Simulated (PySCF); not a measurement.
# Excitation energy of Ni by level of theory

Ni [Ar] 3d8 4s2 (3F) → Ni [Ar] 3d7 4s2 5s1 (5F), as a difference of total energies. Calculation: PySCF 2.14, in aug-cc-pVDZ (7s6p4d2f, 59 functions); no relativity, point nucleus. Correlated levels: valence: [Ar] frozen. The calculations carry no spin-orbit coupling.

| method | excitation energy (eV) |
| --- | --- |
| UHF | 9.491 |
| LDA | 12.396 |
| PBE | 12.040 |
| PBE0 | 11.625 |
| r2SCAN | 12.041 |
| M06 | 12.290 |
| LC-wPBE | 11.941 |
| revPBE | 11.970 |
| B97-3 | 11.718 |
| MP2 (valence) | 11.526 |
| SCS-MP2 (valence) | 11.422 |

How much does correlation contribute at MP2 (valence)?

11.526 − (9.491) = 2.035 eV, measured against UHF.

A first-order spin-orbit estimate (lowest level to lowest level, LS coupling) adds -0.014 eV.

The upper state lies above the first ionisation limit, but in LS coupling its spin forbids autoionisation to the ground ion. A Rydberg-like electron needs more diffuse functions than a valence basis has.

The promoted electron is Rydberg-like, and one or two diffuse shells describe it only roughly, which tends to raise the upper state.
